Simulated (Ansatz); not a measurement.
A run of Ansatz (development build ahead of 0.2.0) on singlet B2N2 at this shape:

| atom | x (Å) | y (Å) | z (Å) |
| --- | --- | --- | --- |
| N | 0.0000 | 0.0000 | 0.6859 |
| N | 0.0000 | 0.0000 | -0.6859 |
| B | 0.0000 | 0.0000 | 2.1832 |
| B | 0.0000 | 0.0000 | -2.1832 |

Its results:

- Converged: yes
- Total energy: -158.76990 hartree
- Spin squared of the determinant: 1.038
- Stability test: minimum

Question: Which input gives this output? Name the method, the orbitals and the basis set, and write the input.

Answer: PBE (unrestricted) in pcseg-2.

```yaml
crystal:
  periodic: [false, false, false]
  atoms:
    - { symbol: "N", position_ang: [0.0, 0.0, 0.6859] }
    - { symbol: "N", position_ang: [0.0, 0.0, -0.6859] }
    - { symbol: B, position_ang: [0.0, 0.0, 2.1832] }
    - { symbol: B, position_ang: [0.0, 0.0, -2.1832] }
basis:
  gaussian: { orbitals: pcseg-2 }
magnetization:
  spin_polarized: true
hamiltonian:
  xc: pbe
```

Caution: the unrestricted determinant is a mixture of spin states.
